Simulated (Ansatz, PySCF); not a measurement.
Potential energy curve for NaF, singlet.

Levels of theory: RCCSDT(Q) = CCSDT(Q) on RHF/cc-pVDZ, frozen core (Ansatz, a first-principles code); UCCSD = CCSD on UHF/cc-pVDZ, frozen core (Ansatz); UHF/6-31G* = PySCF 2.14.0 with unrestricted Hartree-Fock/6-31G*, spherical d.

Total energies in hartree (comparable only within one method and basis):

```tsv
R / Å	RCCSDT(Q)	UCCSD	UHF/6-31G*
1.52	-261.46012	-261.45718	-261.23188
1.61	-261.49884	-261.49585	-261.26849
1.76	-261.52963	-261.52651	-261.29583
1.80	-261.53325	-261.53009	-261.29864
1.87	-261.53654	-261.53330	-261.30068
1.92	-261.53704	-261.53374	-261.30045
1.95	-261.53676	-261.53342	-261.29979
2.02	-261.53481	-261.53139	-261.29710
2.12	-261.52985	-261.52630	-261.29131
2.23	-261.52261	-261.51892	-261.28332
2.39	-261.51038	-261.50652	-261.27021
2.60	-261.49322	-261.48917	-261.25216
2.86	-261.47205	-261.46782	-261.23022
3.19	-261.44683	-261.44235	-261.20733
3.45	-261.42907	—	-261.20614
3.91	-261.40499	—	-261.20533
4.28	-261.39832	—	-261.20511
4.77	—	—	-261.20499
5.22	—	—	-261.20501
5.70	—	—	-261.20500
```

Dashes: no converged value, or the column stops at the first point that the program doubted or that broke a chosen test of continuity, which isn't proof of a fault.

The scan ran from 1.52 to 7.76 Å; beyond the distances shown full CI changes its symmetry label. The T1 diagnostic of CCSD on the restricted reference of RCCSDT(Q) exceeds 0.045 at 3.45 to 5.70 Å. The unrestricted determinant behind UCCSD is spin-contaminated at 3.45 to 5.70 Å (<S²> up to 1.0, against 0.00 for a pure singlet). The unrestricted determinant behind UHF/6-31G* is spin-contaminated at 3.19 to 5.70 Å (<S²> up to 1.0, against 0.00 for a pure singlet).
